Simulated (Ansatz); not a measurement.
Steps of a relaxation of FH$_{7}$N$_{2}$O$_{2}$Si$_{2}$, SMILES `N[SiH](F)[Si](N)(O)O` with RKS PBE0-D4/def2-TZVP.

```sh
$ ansatz run in.yaml --threads 2 --pin off --events-out ev --progress --plain --max-ram 22528MiB --backend cuda --devices 0, --max-vram 18GiB
```

```yaml
crystal:
  periodic: [false, false, false]
  atoms:
    - {symbol: N, position_ang: [-0.309570, 2.326820, 0.005380]}
    - {symbol: Si, position_ang: [0.911630, 1.136810, 0.239320]}
    - {symbol: F, position_ang: [1.173170, 1.249380, 1.843660]}
    - {symbol: Si, position_ang: [0.064470, -0.916240, -0.252390]}
    - {symbol: N, position_ang: [-1.441770, -1.417260, 0.459310]}
    - {symbol: O, position_ang: [1.132230, -2.118320, 0.045240]}
    - {symbol: O, position_ang: [-0.129890, -0.859850, -1.864830]}
    - {symbol: H, position_ang: [-0.177260, 3.249240, 0.389760]}
    - {symbol: H, position_ang: [-0.771250, 2.383400, -0.886310]}
    - {symbol: H, position_ang: [2.250310, 1.498240, -0.250480]}
    - {symbol: H, position_ang: [-2.258030, -0.876400, 0.221710]}
    - {symbol: H, position_ang: [-1.462690, -1.611830, 1.447590]}
    - {symbol: H, position_ang: [1.337710, -2.375910, 0.937260]}
    - {symbol: H, position_ang: [-0.319050, -1.668090, -2.335220]}
basis:
  gaussian: {orbitals: def2-TZVP}
hamiltonian: {xc: pbe0, dispersion: d4}
relax: {f_tol: 0.005, max_steps: 150}
```

Positions (Å) and forces (eV/Å) along the path, 11 of 43 steps:

```xyz
14
step=1 energy=-25654.6848 eV
N    -0.310    2.327    0.005    0.055   -0.192   -0.251
Si    0.912    1.137    0.239   -0.097    1.343    1.318
F     1.173    1.249    1.844   -0.048   -0.300   -0.198
Si    0.064   -0.916   -0.252   -0.814   -1.275   -0.092
N    -1.442   -1.417    0.459    0.472    0.382   -0.151
O     1.132   -2.118    0.045    0.310   -0.013   -0.075
O    -0.130   -0.860   -1.865   -0.016    0.453   -0.361
H    -0.177    3.249    0.390    0.081    0.036    0.013
H    -0.771    2.383   -0.886   -0.133   -0.005   -0.103
H     2.250    1.498   -0.250    0.300   -0.093   -0.408
H    -2.258   -0.876    0.222   -0.105    0.106   -0.038
H    -1.463   -1.612    1.448    0.012   -0.081    0.119
H     1.338   -2.376    0.937    0.082   -0.106    0.310
H    -0.319   -1.668   -2.335   -0.099   -0.254   -0.082
14
step=9 energy=-25654.8939 eV
N    -0.135    2.372   -0.198   -0.058    0.028   -0.085
Si    0.874    1.151    0.421    0.044    0.032    0.000
F     0.848    1.123    2.037   -0.028   -0.002    0.063
Si    0.049   -0.938   -0.269   -0.005   -0.039    0.001
N    -1.429   -1.389    0.473    0.032   -0.053    0.015
O     1.117   -2.156    0.027    0.003    0.042    0.138
O    -0.184   -0.775   -1.883   -0.022   -0.003   -0.046
H     0.088    3.354   -0.200    0.030   -0.064    0.011
H    -0.899    2.154   -0.816    0.024    0.013    0.055
H     2.305    1.449    0.139    0.001   -0.005   -0.025
H    -2.212   -0.756    0.500   -0.022    0.005   -0.008
H    -1.428   -2.001    1.274    0.024    0.031   -0.035
H     1.657   -2.097    0.818   -0.037   -0.010   -0.112
H    -0.652   -1.489   -2.323    0.014    0.025    0.030
14
step=12 energy=-25654.9185 eV
N    -0.039    2.408   -0.266   -0.029   -0.099   -0.006
Si    0.845    1.148    0.452    0.015    0.062    0.029
F     0.751    1.151    2.069   -0.022   -0.008   -0.041
Si    0.008   -0.947   -0.238   -0.035   -0.029   -0.021
N    -1.457   -1.491    0.469    0.106    0.049   -0.010
O     1.090   -2.150    0.078    0.006    0.080    0.111
O    -0.257   -0.741   -1.846    0.050   -0.014    0.052
H     0.272    3.363   -0.319    0.002   -0.028    0.002
H    -0.912    2.253   -0.740   -0.003    0.037    0.022
H     2.291    1.406    0.205    0.008   -0.051    0.014
H    -2.297   -0.938    0.423   -0.028    0.002   -0.017
H    -1.415   -2.023    1.323   -0.009    0.000    0.011
H     1.809   -1.967    0.687   -0.050    0.004   -0.139
H    -0.688   -1.472   -2.296   -0.011   -0.004   -0.008
14
step=13 energy=-25654.9438 eV
N    -0.030    2.382   -0.280   -0.097   -0.084   -0.057
Si    0.848    1.131    0.464   -0.092    0.037   -0.029
F     0.731    1.150    2.075    0.003   -0.005    0.042
Si    0.011   -0.950   -0.225   -0.026   -0.017   -0.060
N    -1.466   -1.470    0.464   -0.083   -0.002    0.088
O     1.072   -2.152    0.154    0.299    0.112    0.256
O    -0.236   -0.764   -1.839    0.007    0.004    0.042
H     0.279    3.337   -0.331    0.010    0.026    0.010
H    -0.957    2.252   -0.654    0.185    0.022    0.074
H     2.299    1.347    0.227    0.029    0.063   -0.019
H    -2.328   -0.968    0.309    0.133   -0.069    0.014
H    -1.449   -1.907    1.373   -0.036    0.031   -0.082
H     1.921   -1.898    0.536   -0.341   -0.096   -0.246
H    -0.695   -1.488   -2.273    0.007   -0.022   -0.032
14
step=21 energy=-25654.9778 eV
N     0.039    2.408   -0.355    0.017    0.001    0.037
Si    0.797    1.143    0.493   -0.026    0.021    0.018
F     0.551    1.197    2.092    0.008    0.011   -0.043
Si   -0.019   -0.956   -0.187   -0.001   -0.026   -0.011
N    -1.472   -1.507    0.523    0.013    0.019   -0.002
O     1.054   -2.131    0.239   -0.019    0.037   -0.014
O    -0.252   -0.791   -1.806   -0.002    0.006    0.007
H     0.371    3.358   -0.327   -0.017   -0.031   -0.012
H    -0.903    2.343   -0.702    0.031   -0.005    0.004
H     2.267    1.343    0.356   -0.018   -0.005    0.006
H    -2.341   -1.030    0.346    0.012   -0.010    0.005
H    -1.452   -1.902    1.450    0.000    0.000   -0.013
H     1.983   -1.921    0.138    0.009   -0.014    0.007
H    -0.621   -1.553   -2.261   -0.005   -0.006    0.009
14
step=29 energy=-25655.0170 eV
N     0.385    2.314   -0.579   -0.035   -0.094    0.016
Si    0.624    1.181    0.672   -0.007    0.139   -0.019
F    -0.227    1.502    2.014    0.083   -0.027   -0.162
Si   -0.079   -0.915   -0.140    0.058   -0.103   -0.069
N    -1.339   -1.720    0.687   -0.023    0.004    0.058
O     1.140   -2.031   -0.108    0.056    0.207   -0.050
O    -0.614   -0.517   -1.652    0.021   -0.080    0.087
H     0.707    3.267   -0.540    0.003   -0.005   -0.008
H    -0.265    2.150   -1.335    0.134   -0.040    0.214
H     2.046    1.267    1.139   -0.170    0.012   -0.050
H    -2.235   -1.267    0.798    0.110   -0.051    0.003
H    -1.118   -2.295    1.486   -0.023    0.059   -0.095
H     2.028   -1.715   -0.304   -0.225   -0.061    0.041
H    -1.053   -1.222   -2.138    0.017    0.042    0.034
14
step=35 energy=-25655.0564 eV
N     0.781    2.194   -0.643   -0.055   -0.094    0.074
Si    0.437    1.228    0.721   -0.114    0.149    0.053
F    -0.799    1.761    1.630    0.186   -0.069   -0.133
Si   -0.160   -0.879   -0.122   -0.011   -0.032    0.019
N    -1.203   -1.866    0.801   -0.019   -0.030    0.086
O     1.151   -1.852   -0.336    0.057    0.054   -0.026
O    -0.916   -0.441   -1.523    0.033   -0.013    0.037
H     1.198    3.108   -0.588   -0.004    0.008   -0.001
H     0.221    2.073   -1.473    0.035    0.036    0.009
H     1.618    1.303    1.628   -0.068   -0.025   -0.045
H    -2.081   -1.503    1.139    0.080   -0.038   -0.026
H    -0.808   -2.540    1.440   -0.043    0.073   -0.072
H     1.943   -1.440   -0.688   -0.079   -0.036    0.022
H    -1.381   -1.145   -1.985    0.002    0.017    0.004
14
step=37 energy=-25655.0601 eV
N     0.817    2.192   -0.640   -0.027   -0.047    0.014
Si    0.413    1.234    0.711   -0.042    0.038   -0.017
F    -0.832    1.794    1.577    0.018   -0.004   -0.017
Si   -0.175   -0.878   -0.118   -0.009    0.004    0.009
N    -1.189   -1.884    0.815    0.020    0.033   -0.027
O     1.149   -1.828   -0.348    0.011   -0.017    0.002
O    -0.948   -0.448   -1.509    0.002   -0.011   -0.004
H     1.246    3.100   -0.567    0.002   -0.007    0.003
H     0.281    2.090   -1.488    0.014    0.021    0.006
H     1.564    1.283    1.649    0.028    0.005    0.019
H    -2.066   -1.538    1.167   -0.026    0.005    0.008
H    -0.776   -2.554    1.443    0.018   -0.029    0.018
H     1.923   -1.407   -0.724   -0.001    0.003   -0.007
H    -1.409   -1.155   -1.969   -0.005    0.007   -0.007
14
step=38 energy=-25655.0608 eV
N     0.840    2.183   -0.638   -0.021   -0.025    0.004
Si    0.397    1.239    0.711    0.002    0.017   -0.023
F    -0.859    1.819    1.545   -0.007    0.001    0.001
Si   -0.183   -0.875   -0.117   -0.012    0.002    0.015
N    -1.178   -1.893    0.824    0.016    0.026   -0.017
O     1.149   -1.813   -0.358    0.016   -0.010   -0.002
O    -0.969   -0.451   -1.502   -0.003   -0.009   -0.007
H     1.283    3.085   -0.557   -0.001   -0.013    0.004
H     0.314    2.094   -1.494    0.014    0.013    0.013
H     1.530    1.281    1.672    0.013    0.009    0.006
H    -2.055   -1.558    1.186   -0.013    0.001    0.004
H    -0.753   -2.565    1.442    0.009   -0.016    0.008
H     1.912   -1.386   -0.752   -0.010    0.001    0.000
H    -1.428   -1.160   -1.960   -0.003    0.005   -0.007
14
step=42 energy=-25655.0613 eV
N     0.872    2.173   -0.634   -0.001    0.000   -0.005
Si    0.377    1.245    0.707   -0.003    0.002    0.003
F    -0.899    1.844    1.498    0.000   -0.001    0.000
Si   -0.194   -0.873   -0.116   -0.001    0.001   -0.002
N    -1.162   -1.903    0.839    0.001    0.003    0.000
O     1.147   -1.793   -0.374   -0.004   -0.006    0.002
O    -0.999   -0.458   -1.493    0.002    0.000    0.001
H     1.341    3.059   -0.539    0.001    0.002    0.001
H     0.361    2.107   -1.500    0.000    0.000   -0.002
H     1.484    1.292    1.698    0.002   -0.003    0.002
H    -2.040   -1.585    1.215   -0.002    0.000    0.001
H    -0.722   -2.582    1.438    0.001   -0.002    0.001
H     1.892   -1.357   -0.790    0.004    0.005   -0.002
H    -1.456   -1.169   -1.949    0.000    0.000    0.000
14
step=43 energy=-25655.0613 eV
N     0.871    2.173   -0.634    0.001    0.001    0.002
Si    0.377    1.245    0.707    0.000    0.000    0.000
F    -0.899    1.844    1.498    0.000    0.000    0.000
Si   -0.194   -0.873   -0.115    0.000    0.000    0.000
N    -1.162   -1.902    0.839    0.000    0.000    0.000
O     1.147   -1.793   -0.373    0.000    0.000    0.000
O    -0.999   -0.457   -1.493    0.000    0.000   -0.001
H     1.340    3.060   -0.539    0.000    0.000   -0.001
H     0.361    2.107   -1.501   -0.001    0.000    0.000
H     1.484    1.291    1.698    0.000    0.000    0.000
H    -2.040   -1.585    1.215    0.000    0.000    0.000
H    -0.722   -2.583    1.437    0.000    0.000    0.000
H     1.892   -1.357   -0.789   -0.001    0.000    0.000
H    -1.455   -1.169   -1.950    0.000    0.000    0.000
```

Hardware: 2 threads of an AMD EPYC 7R13 on a shared host and a share of an NVIDIA H100 80 GB. Wall time 95 s, peak host memory 0.91 GiB.
